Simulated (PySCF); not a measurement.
Compound: C6H5I.
Atom-mapped SMILES: `[I:1][c:2]1[cH:3][cH:4][cH:5][cH:6][cH:7]1` (hydrogens: H8 on C3; H9 on C4; H10 on C5; H11 on C6; H12 on C7)

Method: PBE0-D3(BJ)/def2-SVP geometry optimisation, gas phase, def2 core potentials past Kr (PySCF); density fitting, grid level 1; the optimiser is geomeTRIC in internal coordinates, started from a GFN2-xTB structure with every atom displaced at random (about 0.01 Å).

Step 0: E = -14392.6800 eV
```
atom  x, y, z in Å  |  force x, y, z in eV/Å
I1      2.9189   -0.7296   -0.3021   -0.598   0.186   0.074
C2      0.8194   -0.3656   -0.0264    1.137  -0.209  -0.193
C3      0.3288    0.9343   -0.0073    3.315   0.637  -0.430
C4     -0.9723    1.1574    0.1771   -3.514   0.216   0.466
C5     -1.8739    0.0789    0.3317    0.548   0.753   0.033
C6     -1.3831   -1.2036    0.3126    0.033  -0.551  -0.002
C7     -0.0165   -1.4411    0.1308   -0.517  -0.077   0.062
H8      1.0385    1.7759   -0.1301   -0.363  -0.361   0.055
H9     -1.3816    2.1730    0.2221    0.186  -0.027  -0.069
H10    -2.9277    0.2589    0.4953   -0.365   0.120   0.007
H11    -2.0564   -2.0493    0.4470   -0.067  -0.125  -0.004
H12     0.3625   -2.4472    0.1163    0.205  -0.561   0.000
```

Step 1: E = -14392.8073 eV
```
atom  x, y, z in Å  |  force x, y, z in eV/Å
I1      2.8879   -0.7165   -0.3809    0.006  -0.010   0.087
C2      0.8484   -0.3658    0.0089    0.050  -0.079  -0.133
C3      0.3772    0.9415    0.0383   -0.816   0.035  -0.127
C4     -1.0087    1.1616    0.1819    0.822  -0.083   0.107
C5     -1.8756    0.0893    0.3384   -0.212  -0.146  -0.031
C6     -1.3797   -1.2169    0.3261   -0.073   0.088   0.017
C7     -0.0198   -1.4517    0.1526    0.129  -0.053   0.041
H8      1.0456    1.7871   -0.1032    0.140   0.084   0.034
H9     -1.3742    2.1871    0.1825   -0.113   0.107   0.004
H10    -2.9501    0.2618    0.4565    0.079   0.002   0.001
H11    -2.0625   -2.0625    0.4411    0.018   0.003   0.004
H12     0.3681   -2.4732    0.1249   -0.031   0.051  -0.004
```

**Question.** Estimate the geometry and energy of step 2. (The exact step hangs on the optimiser's Hessian estimate; all steps are aligned on step 1, rigid shifts and turns removed.)

**Answer.** E = -14392.8219 eV, largest force 0.273 eV/Å
```
atom  x, y, z in Å  |  force x, y, z in eV/Å
I1      2.8993   -0.7241   -0.3221   -0.017   0.031   0.013
C2      0.8462   -0.3669   -0.0250   -0.023  -0.124  -0.004
C3      0.3634    0.9381    0.0010   -0.181   0.178   0.023
C4     -1.0063    1.1625    0.1876    0.269   0.004  -0.046
C5     -1.8792    0.0903    0.3411    0.044  -0.105   0.002
C6     -1.3773   -1.2125    0.3174   -0.128  -0.008   0.022
C7     -0.0177   -1.4526    0.1366    0.048   0.076  -0.004
H8      1.0407    1.7853   -0.1231    0.017  -0.022  -0.001
H9     -1.3763    2.1907    0.2093   -0.020  -0.017  -0.005
H10    -2.9489    0.2637    0.4791    0.012   0.000   0.011
H11    -2.0562   -2.0594    0.4429   -0.002  -0.014  -0.003
H12     0.3690   -2.4731    0.1221   -0.018  -0.001  -0.008
```

The energy changes by -0.0146 eV. The first-order estimate −F·Δx gives -0.0278 eV and the mean of the old and new forces, exact on a quadratic surface, -0.0146 eV. The step makes an angle of 76° with the force vector and moves no atom by more than 0.060 Å.

What follows is the cost of the whole optimisation. The run took 1.7 min wall on an Arm Neoverse N1 with one thread, no GPU (shared host), and the process peaked at 0.59 GiB of memory.
